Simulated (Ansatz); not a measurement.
## A rate constant, worked out

An elementary step of CH5ClGe, closed shell (CH₅ClGe ([CH3][GeH2][Cl]) → CH₄Ge ([CH2][GeH2]) + HCl; Ge–Cl, C–H broken or loosened, Cl–H formed or tightened). The start structure is the reactant molecule, and the electronic barrier above it is 3.288 eV by CCSD(T) at an estimated basis limit (MP2 extrapolated from triple and quadruple zeta, plus CCSD(T) − MP2 in triple zeta). Ansatz 0.2.0; basis: def2-TZVPP and def2-QZVPP; cores frozen in the correlated methods. Filled d shells of the heavier atoms are correlated. The def2 sets are not built for correlating such inner shells, so the correlated values are less sure here. Extrapolation: Hartree–Fock as exp(−7.88 √X), correlation as X^−2.97. Harmonic wavenumbers at PBE0-D4/def2-TZVP (Ansatz 0.2.0), in cm⁻¹:

Start: 131, 164, 416, 453, 619, 627, 712, 850, 864, 876, 1267, 1448, 1454, 2162, 2167, 3066, 3157, 3169.

Saddle: 823i, 99, 235, 456, 500, 573, 588, 699, 817, 844, 877, 1018, 1153, 1379, 2201, 2222, 3159, 3264.

Work out the transition-state-theory rate constant at 500 K from these numbers alone (harmonic vibrations; rotation, path degeneracy and anharmonicity left out), and the Wigner tunnelling factor. Use 1 cm⁻¹ = 1.2398 × 10⁻⁴ eV and k_B = 8.617 × 10⁻⁵ eV/K.

Zero-point energies, half the sums: start 23602/2 cm⁻¹ = 1.4631 eV; saddle, real modes only, 20084/2 cm⁻¹ = 1.2450 eV.
Barrier with zero-point energy: 3.288 + 1.2450 − 1.4631 = 3.0699 eV.
k_BT = 0.04309 eV, so the barrier is 71.25 k_BT.
Vibrational partition functions from the zero-point level, ln q = −Σ ln(1 − exp(−hν/k_BT)): start 3.638, saddle 3.641.
k = (k_BT/h) exp(ln q‡ − ln q) exp(−E0/k_BT), with log₁₀(k_BT/h in s⁻¹) = 13.02: log₁₀ k = 13.02 + (0.003 − 71.25)/2.3026 = -17.92, so k ≈ 1 × 10^(-18) s⁻¹.
Wigner factor: 1 + (hν‡/k_BT)²/24 = 1 + (2.37)²/24 = 1.23. A change of 1 kcal/mol (0.043 eV) in the barrier would change k by a factor of 2.7 at this temperature.

No T1 diagnostic of these runs exceeds 0.015. The restricted Hartree–Fock reference is unstable towards an unrestricted one at one or more of these structures.

Labels in which every atom is bracketed show which atoms are joined, not bond orders.

For scale, one of the runs: CCSD(T)/def2-TZVPP, 191 basis functions (an equivalent command: `ansatz run in.yaml --threads 4`). The run took 46 s on 4 CPU threads (shared host), with 2 GiB of host memory at its peak.
